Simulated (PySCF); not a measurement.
Mapped SMILES: `[SiH2:1]1[PH:2][SiH2:3][PH:4][SiH2:5][PH:6]1` (H(Xn): hydrogen on atom n).

Level of theory: NMR shieldings at CAM-B3LYP/pcSseg-1/GIAO, geometry: PBE0-D3(BJ)/def2-SVP, in PySCF 2.14.0 with density-fitted response routines (no relativistic terms, one conformer, rapidly exchanging positions averaged, gas phase).

Scale: ¹H (31.33 ppm), ²⁹Si (343.41 ppm) against TMS; H3PO4 for ³¹P (299.17 ppm) (reference shieldings calculated alike).

```csv
atoms,nucleus,count,δ (ppm)
H(P2)/H(P4)/H(P6),¹H,3,?
H(Si1)/H(Si3)/H(Si5),¹H,6,4.58
Si1/Si3/Si5,²⁹Si,3,?
P2/P4/P6,³¹P,3,-294.2
```

Q: Complete the table.

A: 
- H(P2)/H(P4)/H(P6): 1.19 ppm, hydrogen on a phosphorus bonded to 2 Si, in a 6-membered ring
- Si1/Si3/Si5: -37.5 ppm, silicon bonded to 2 P, 2 H, in a 6-membered ring

Experimental scales use liquid or dissolved standards, which lie at an offset from isolated H3PO4.
